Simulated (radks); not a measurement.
The numbers below are computed, except where a source is named.
The praseodymium ion Pr6+, 53 electrons, occupied as [Kr] 4d10 5s2 5p4 6p1 (not the ground configuration).

Code: a radial shooting solver on a logarithmic mesh with Libxc functionals. Model: Dirac Kohn-Sham, exchange-only LDA, spin-unpolarised, spherical densities, finite nucleus; open shells fill j = l - 1/2 first; Fermi nuclear charge, rms radius 4.8919 fm.

Energy parts (eV):
| part | energy |
|---|---|
| total | -250894.02 |
| kinetic | 269935.25 |
| electron-nucleus | -607560.06 |
| Hartree | 92191.31 |
| exchange | -5460.53 |

Orbitals (lengths in bohr, moments of r in powers of bohr; <r^-3> diverges for s and p1/2; r(max) is where P^2 peaks):
orbital  occ.  eigenvalue (eV)  <r^-3>   r(max)      <r^4>   <1/r>  small-component weight
1s1/2       2        -41826.75       -  0.01543  1.650e-06   64.63                4.77e-02
2s1/2       2        -6809.211       -  0.08749  0.0002699   15.26                1.04e-02
2p1/2       2        -6443.481       -  0.06652  0.0001691   15.25                1.04e-02
2p3/2       4        -5962.052    7501  0.07188  0.0002126   13.76                9.79e-03
3s1/2       2        -1548.062       -   0.2497    0.01092   5.516                3.20e-03
3p1/2       2        -1392.141       -   0.2363    0.01011   5.433                3.14e-03
3p3/2       4        -1296.859    1526   0.2479    0.01201   5.061                2.96e-03
3d3/2       4        -1023.522   251.3   0.1986   0.009094   4.930                2.84e-03
3d5/2       6        -1002.988   227.8   0.2019   0.009594   4.836                2.79e-03
4s1/2       2        -383.9555       -   0.5772     0.2676   2.316                1.02e-03
4p1/2       2        -325.2283       -   0.5847     0.3078   2.217                9.52e-04
4p3/2       4        -303.9476   342.1   0.6091     0.3621   2.094                8.93e-04
4d3/2       4        -206.8318   47.94   0.6240     0.5158   1.891                7.53e-04
4d5/2       6        -202.9871   43.07   0.6318     0.5418   1.861                7.38e-04
5s1/2       2        -115.8649       -    1.272      5.907  0.9952                2.81e-04
5p1/2       2         -97.1765       -    1.356      8.063  0.9173                2.46e-04
5p3/2       2         -92.8530   69.92    1.408      9.299  0.8774                2.32e-04
6p1/2       1         -44.7451       -    2.819      114.3  0.4615                8.78e-05
6p3/2       0         -43.4450   21.26    2.906      127.1  0.4474                8.45e-05

The highest occupied level is 6p1/2 at -44.745 eV. Summed over all electrons, <r^2> = 34.20 bohr^2, which gives a Langevin (diamagnetic) susceptibility term of -27.1 x 10^-6 cm^3/mol. The electron density at the nucleus is 4.153e+05 e/bohr^3. The density falls to 0.001 e/bohr^3 at r = 3.96 bohr.
